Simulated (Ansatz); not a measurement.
System: HgCl, charge 1, multiplicity 1. 
Geometry from a B3LYP-D3(BJ)/def2-TZVP (Ansatz, a quantum-chemistry and plane-wave program) optimisation:
```xyz
2

Hg     0.0000     0.0000    -0.3980
Cl     0.0000     0.0000     1.8728
```
Charge +1, spin multiplicity 1.

Total electronic energies in hartree. Cores are frozen in the correlated levels unless marked. No spin-orbit coupling. The frozen core is the preceding noble-gas configuration, with the filled d and f shells of earlier blocks. Past Kr the def2 sets carry scalar-relativistic core potentials. Basis-set limits of correlation are two-point, X^-3; Hartree-Fock from the larger set. [CCSD(T)-MP2]/basis is that difference in the basis named.

The T1 diagnostic of CCSD in the largest basis is 0.025, which is high, so the coupled-cluster rows are less sure than usual.

```json
[
 {"level": "PBE-D3(BJ)/def2-TZVPD", "program": "Ansatz + dftd3", "energy (Eh)": "…"},
 {"level": "r2SCAN/def2-TZVPD", "program": "Ansatz", "energy (Eh)": "…"},
 {"level": "B3LYP-D4/def2-TZVPD", "program": "Ansatz + dftd4", "energy (Eh)": "-613.43433"},
 {"level": "PBE0-D4/def2-TZVP", "program": "Ansatz + dftd4", "energy (Eh)": "-613.21057"},
 {"level": "PBE0/def2-TZVP", "program": "Ansatz", "energy (Eh)": "-613.20950"},
 {"level": "BHLYP-D3(BJ)/def2-TZVPD", "program": "Ansatz + dftd3", "energy (Eh)": "-613.24078"},
 {"level": "BHLYP/def2-TZVPD", "program": "Ansatz", "energy (Eh)": "-613.23808"},
 {"level": "LC-wPBE/def2-TZVPD", "program": "Ansatz", "energy (Eh)": "-613.25224"},
 {"level": "B2GP-PLYP-D4/def2-TZVPD", "program": "Ansatz + dftd4", "energy (Eh)": "…"},
 {"level": "MP2/def2-QZVPPD", "program": "Ansatz", "energy (Eh)": "-612.37086"},
 {"level": "RI-MP2/def2-TZVPP", "program": "Ansatz", "energy (Eh)": "-612.31492"},
 {"level": "RI-MP2/CBS(def2-TZVPP,def2-QZVPP)", "program": "Ansatz", "energy (Eh)": "-612.4007"},
 {"level": "CCSD/def2-SVPD", "program": "Ansatz", "energy (Eh)": "-611.98397"},
 {"level": "RI-MP2/CBS(def2-TZVPPD,def2-QZVPPD)+[CCSD(T)-MP2]/def2-SVPD", "program": "Ansatz", "energy (Eh)": "-612.4126"},
 {"level": "CCSD(T)/CBS(def2-TZVPPD,def2-QZVPPD)", "program": "Ansatz", "energy (Eh)": "-612.4095"}
]
```

Problem. Complete the blanks.

Solution. 
- PBE-D3(BJ)/def2-TZVPD, energy (Eh): -613.21475
- r2SCAN/def2-TZVPD, energy (Eh): -613.39724
- B2GP-PLYP-D4/def2-TZVPD, energy (Eh): -612.90040
